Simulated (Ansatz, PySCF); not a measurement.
Noncovalent pair: SiH4 (SMILES [SiH4]) (first 5 atoms) with AsH3 (SMILES [AsH3]); geometry from B3LYP-D3(BJ)/def2-TZVP.
(charge 0, multiplicity 1):
```xyz
9

Si     0.00474    -0.08228     0.19730
H      0.31398    -0.62958    -1.14310
H     -1.42186     0.30734     0.25608
H      0.85178     1.10246     0.45833
H      0.27391    -1.11350     1.22468
As     0.11190     0.43855     4.17743
H     -0.62622     1.02907     5.37513
H     -0.72315    -0.83614     4.22044
H     -0.85033     1.09680     3.19389
```

Basis-set superposition error: the interaction energy with monomers in their own basis, and in the dimer's basis (counterpoise).

Programs: Ansatz (Gaussian orbitals); PySCF for 6-31G* rows, M06-2X. 

```json
[
 {"level": "HF/def2-TZVPPD", "uncorrected (kJ/mol)": "3.9", "counterpoise (kJ/mol)": "4.2", "difference": "0.4"},
 {"level": "r2SCAN/def2-TZVPPD", "uncorrected (kJ/mol)": "-2.1", "counterpoise (kJ/mol)": "-1.8", "difference": "0.3"},
 {"level": "B3LYP/def2-TZVPPD", "uncorrected (kJ/mol)": "2.8", "counterpoise (kJ/mol)": "3.1", "difference": "0.3"},
 {"level": "PBE0/def2-TZVPPD", "uncorrected (kJ/mol)": "-0.6", "counterpoise (kJ/mol)": "-0.3", "difference": "0.3"},
 {"level": "BHLYP/def2-TZVPPD", "uncorrected (kJ/mol)": "1.4", "counterpoise (kJ/mol)": "1.7", "difference": "0.3"},
 {"level": "M06-2X/def2-TZVPPD", "uncorrected (kJ/mol)": "-4.6", "counterpoise (kJ/mol)": "-4.2", "difference": "0.4"},
 {"level": "MP2/6-31G*", "uncorrected (kJ/mol)": "-1.4", "counterpoise (kJ/mol)": "1.4", "difference": "2.8"},
 {"level": "MP2/def2-SVPD", "uncorrected (kJ/mol)": "-5.5", "counterpoise (kJ/mol)": "-2.3", "difference": "3.2"},
 {"level": "CCSD/def2-SVPD", "uncorrected (kJ/mol)": "-4.6", "counterpoise (kJ/mol)": "-1.3", "difference": "3.2"},
 {"level": "CCSD(T)/def2-TZVPPD", "uncorrected (kJ/mol)": "-4.0", "counterpoise (kJ/mol)": "-2.8", "difference": "1.1"}
]
```

The error is largest for CCSD/def2-SVPD (3.2 kJ/mol) and smallest for BHLYP/def2-TZVPPD (0.3 kJ/mol).

Ansatz is an electronic-structure program.
